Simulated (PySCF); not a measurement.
Identify the unknown among the candidates.

All candidates are CH13NOSi4.

- UV, first state: lowest singlet excitation: 5.16 eV (240 nm, f = 0.012) [TDDFT CAM-B3LYP/def2-SVPD]
- Valence photoelectron: vertical ionisation energy: 8.81 eV [ΔSCF CAM-B3LYP/def2-SVPD]
- Rotational structure: rotational constants A, B, C: 1.006, 0.885, 0.797 GHz [PBE0-D3(BJ)/def2-SVP]
- NMR, other nuclei: isotropic shieldings of nuclei other than C and H, by class: 268 (1 N), 353 (1 O), 352 (1 Si), 408 (1 Si), 458 (2 Si) ppm [GIAO PBE0/pcSseg-1]
- 13C NMR: chemical shifts (computed TMS as zero) by class: 56.2 (1 C) ppm [GIAO PBE0/pcSseg-1]
- Triplet: lowest triplet excitation (Tamm–Dancoff): 4.66 eV [TDA CAM-B3LYP/def2-SVPD]

Electronic properties: PySCF, gas phase, density fitting. Levels stand in brackets. Geometry: PBE0-D3(BJ)/def2-SVP, one conformer, isolated molecule. NMR values are class means; diastereotopic atoms form classes of their own.

Question: Which candidate is it?
A. `CO[Si]([SiH3])([SiH3])[SiH2]N`
B. `CN[Si@H]([SiH3])[SiH2][SiH2]O`
C. `CN[Si@H]([SiH3])[SiH2]O[SiH3]`
D. `C[SiH2]O[SiH2]N([SiH3])[SiH3]`

Answer: A. It is `CO[Si]([SiH3])([SiH3])[SiH2]N`. Numbering: `[CH3:1][O:2][Si:3]([SiH3:4])([SiH3:5])[SiH2:6][NH2:7]`. Its formula, CH13NOSi4, gives 0 degrees of unsaturation, so no ring and no π bond. The one carbon: methoxy carbon [C1] (56.2 ppm). The other shieldings belong to: 268 ppm, silicon-bound nitrogen [N7]; 353 ppm, silyl ether oxygen [O2]; 352 ppm, oxygen-bound silicon [Si3]; 408 ppm, SiH2 silicon [Si6]; 458 ppm, SiH3 silicon [Si4/Si5]. The first electron is taken from the HOMO, whose largest Löwdin shares are 0.21 on the oxygen-bound silicon, 0.20 on the SiH2 silicon, 0.15 on the silyl ether oxygen and 0.11 on the silicon-bound nitrogen. The optimised geometry has point group C1 and is an asymmetric top.

The others, at the same levels:
- `CN[Si@H]([SiH3])[SiH2]O[SiH3]` fails: its computed 13C shifts are 33.0 (1 C) ppm, lowest singlet excitation is 4.98 eV (249 nm, f = 0.007) (against 5.16 eV) and vertical ionisation energy is 8.21 eV (against 8.81 eV).
- `CN[Si@H]([SiH3])[SiH2][SiH2]O` fails: its computed 13C shifts are 32.7 (1 C) ppm, vertical ionisation energy is 8.23 eV (against 8.81 eV) and rotational constant A is 1.781 GHz (against 1.006 GHz).
- `C[SiH2]O[SiH2]N([SiH3])[SiH3]` fails: its computed 13C shifts are -0.3 (1 C) ppm, lowest singlet excitation is 6.44 eV (193 nm, f = 0.000) (against 5.16 eV) and vertical ionisation energy is 9.36 eV (against 8.81 eV).

Each candidate is one conformer, not necessarily the lowest. The conformers computed, where there is a choice (atom-mapped SMILES and torsion angles):
- `[CH3:1][O:2][Si:3]([SiH3:4])([SiH3:5])[SiH2:6][NH2:7]`: C1–O2–Si3–Si4 -57°, O2–Si3–Si6–N7 -170°, H–N7–Si6–Si3 -55°, H–N7–Si6–Si3 163°
- `[CH3:1][NH:2][Si@H:3]([SiH3:4])[SiH2:5][O:6][SiH3:7]`: C1–N2–Si3–Si4 62°, N2–Si3–Si5–O6 70°, Si3–Si5–O6–Si7 -99°
- `[CH3:1][NH:2][Si@H:3]([SiH3:4])[SiH2:5][SiH2:6][OH:7]`: C1–N2–Si3–Si4 63°, N2–Si3–Si5–Si6 -32°, Si3–Si5–Si6–O7 75°, H–O7–Si6–Si5 -165°
- `[CH3:1][SiH2:2][O:3][SiH2:4][N:5]([SiH3:6])[SiH3:7]`: C1–Si2–O3–Si4 87°, Si2–O3–Si4–N5 -145°, O3–Si4–N5–Si6 2°
